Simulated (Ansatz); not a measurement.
A nudged elastic band was laid between two geometries of CH4BClO (8 atoms, charge 0, multiplicity 1).

Computed with RKS PBE0-D4/def2-SVP in Ansatz 0.2.0.

```json
{
 "movable images": "7",
 "climbing image": "yes",
 "spring": "5.0 eV/Å²",
 "optimiser": "quadratic models (default)",
 "start path": "through a guess of the saddle point",
 "force threshold": "0.05 eV/Å",
 "iteration limit": "43",
 "end points": "relaxed"
}
```

Image 0:

```xyz
8
Properties=species:S:1:pos:R:3
C -0.230 0.997 0.137
B 0.127 -0.489 -0.178
O 0.324 -1.389 0.803
Cl 0.290 -1.036 -1.875
H -1.185 1.273 -0.341
H 0.530 1.671 -0.290
H -0.304 1.183 1.217
H 0.540 -2.268 0.471
```

Image 8:

```xyz
8
Properties=species:S:1:pos:R:3
C -0.166 0.852 0.142
B -0.038 -0.628 -0.363
O 0.712 -1.584 0.220
Cl -0.933 -1.137 -1.807
H 0.092 1.553 -0.668
H 0.462 1.084 1.016
H -1.215 1.067 0.405
H 1.178 -1.264 0.999
```

Q: What changes between the two ends?

A: No bond is made or broken.

Q: What energy profile does the band end with?

A: It converged. The highest image is number 5 of 0 to 8, 0.55 eV above the first end and 0.45 eV above the last; the last end lies 0.10 eV above the first. A vibrational analysis at the climbing image gives one clearly imaginary mode, 655i cm⁻¹: a first-order saddle point.

```tsv
image	path coordinate (Å)	energy (eV)
0	0.00	0.00
1	0.54	0.01
2	1.08	0.02
3	1.63	0.02
4	2.17	0.20
5	2.71	0.55
6	3.18	0.29
7	3.65	0.10
8	4.12	0.10
```

Q: What is the geometry of the highest image?

A: 
```xyz
8
Properties=species:S:1:pos:R:3
C -0.209 0.940 0.087
B -0.058 -0.582 -0.248
O 0.450 -1.484 0.631
Cl -0.684 -1.202 -1.798
H -0.436 1.571 -0.782
H 0.682 1.326 0.609
H -1.045 1.038 0.802
H 1.391 -1.665 0.643
```

Q: What are the harmonic wavenumbers there?

A: 655i, 46, 303, 385, 416, 605, 674, 864, 892, 1065, 1290, 1389, 1420, 1439, 3053, 3135, 3189, 3990 cm⁻¹.

Time of the run: 3.8 min on 1 thread of Intel(R) Xeon(R) Platinum 8375C CPU @ 2.90GHz (Ice Lake) (shared host), peak memory 0.18 GiB.
